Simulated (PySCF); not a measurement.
¹⁵N chemical shifts

Fast rotation and ring inversion assumed for equivalent nuclei, one conformer, no solvent, relativity neglected. Shieldings: GIAO PBE0/pcSseg-1; geometry: GFN2-xTB; PySCF 2.14.

Shieldings were converted by a linear fit to measured shifts: ¹⁵N: δ = -148.07 − 0.921σ (rms 6.3 ppm, 71 shifts vs CH3NO2, solution or neat liquid). A few per cent of atoms miss by over 2 rms, more outside the fitted compound classes.

Give the ¹⁵N shifts of `C=C1C[C@@](C)(C#N)C1=C`, `CCNN(C)C`, `CCCN(C)N`, `C[Si@H](C#CC#N)[SiH2][SiH3]`, `CN(C)[SiH2][C@@H](F)CCC#N`.

Answers


```json
{"compound": "C=C1C[C@@](C)(C#N)C1=C", "environment": "nitrile nitrogen", "δ (ppm)": "-120.9"}
{"compound": "[CH3:1][CH2:2][NH:3][N:4]([CH3:5])[CH3:6]", "environment": "N3: nitrogen bonded to O or N", "δ (ppm)": "-273.5"}
{"compound": "[CH3:1][CH2:2][NH:3][N:4]([CH3:5])[CH3:6]", "environment": "N4: nitrogen bonded to O or N", "δ (ppm)": "-310.4"}
{"compound": "[CH3:1][CH2:2][CH2:3][N:4]([CH3:5])[NH2:6]", "environment": "N6: nitrogen bonded to O or N", "δ (ppm)": "-287.0"}
{"compound": "[CH3:1][CH2:2][CH2:3][N:4]([CH3:5])[NH2:6]", "environment": "N4: nitrogen bonded to O or N", "δ (ppm)": "-319.6"}
{"compound": "C[Si@H](C#CC#N)[SiH2][SiH3]", "environment": "nitrile nitrogen", "δ (ppm)": "-111.3"}
{"compound": "[CH3:1][N:2]([CH3:3])[SiH2:4][C@@H:5]([F:6])[CH2:7][CH2:8][C:9]#[N:10]", "environment": "N10: nitrile nitrogen", "δ (ppm)": "-118.4"}
{"compound": "[CH3:1][N:2]([CH3:3])[SiH2:4][C@@H:5]([F:6])[CH2:7][CH2:8][C:9]#[N:10]", "environment": "N2: nitrogen bonded to 2 C, Si", "δ (ppm)": "-382.6"}
```
